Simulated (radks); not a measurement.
Results of a calculation; reference values are marked as such.
Task: Ionisation of neutral palladium, [Kr] 4d10, to Pd+, [Kr] 4d9, under several functionals. Scalar-relativistic Kohn-Sham, spin-polarised, spherical densities, point nucleus; open shells are filled with parallel spins first (spin-orbit coupling, left out, can overturn this in heavy ions); a radial shooting solver on a logarithmic mesh with Libxc functionals. Known Delta-SCF values: revPBE 8.854 eV. What does exchange-only B88 give, and what is its highest occupied eigenvalue?

Result: 8.023 eV by Delta-SCF; the 4d eigenvalue is -3.268 eV. NIST: 8.337 eV (measured).
